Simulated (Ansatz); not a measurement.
Reactions of CH₃BBrFO, SMILES `COB(F)Br`.

Computed with Ansatz on PBE0-D4/def2-TZVP structures; ΔE is electronic, products minus reactants. CCSD(T)/CBS is the MP2 limit (def2-TZVPP, def2-QZVPP) plus CCSD(T) − MP2 in def2-TZVPP, frozen cores. This one scheme is used for every species. DFT in def2-TZVPP. For Br outer-core shells are correlated without core-valence functions, which leaves a few kJ/mol of doubt a bond. Scalar relativity is left out up to krypton. One conformer a species, not always the lowest.

| reaction | ωB97M-V (kcal/mol) | B2PLYP (kcal/mol) | CCSD(T)/CBS(def2) (kcal/mol) |
| --- | --- | --- | --- |
| `COB(F)Br` + HCl → `FB(Cl)Br` + CH₃OH | 15.3 | 15.3 | 15.4 |
| `COB(F)Br` → `FBBr` + `C=O` | 59.2 | 55.9 | 58.4 |
| `COB(F)Br` + CH₃OH → `COB(Br)OC` + H–F | 1.8 | 2.4 | 0.2 |
| `COB(F)Br` + `C=N` → `C=NB(F)Br` + CH₃OH | 15.9 | 15.4 | 16.3 |

Largest T1 diagnostic: 0.015, for `C=O`.
